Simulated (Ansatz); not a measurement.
BeH₂⁺, relaxed as a doublet with UKS PBE-D4/def2-TZVP in Ansatz, starting from the PBE-D4/def2-TZVP geometry of the neutral singlet. Force threshold 0.02 eV/Å.

Start:

```xyz
3

Be    0.000    0.000    0.000
H    -0.893   -1.002    0.020
H     0.893    1.002   -0.020
```

Question: Estimate the energy that the relaxation releases and the steps that it takes.

Answer: 0.30 eV, in 16 steps; 7.5 s on 4 threads of Intel Xeon on a shared host. The force fell under the threshold at step 4, but the optimiser went on and released 0.085 eV more. No frequencies were taken in this run, so the end may be a saddle point.

Question: Does the start keep its bonding and symmetry?

Answer: By distances, no bond broke or formed. The bond that changes most is Be1–H2, from 1.34 to 1.43 Å (atoms count from 1). A close non-bonded pair moves further: H2–H3, from 2.68 to 2.01 Å. Point group D∞h at the start, C2v at the end, both within 0.05 Å.

Question: Predict the relaxed structure.

Answer: 
```xyz
3

Be   -0.134    0.132    0.650
H    -0.601   -0.815   -0.310
H     0.735    0.683   -0.340
```
Bond lengths: 2 × Be–H 1.43 Å.
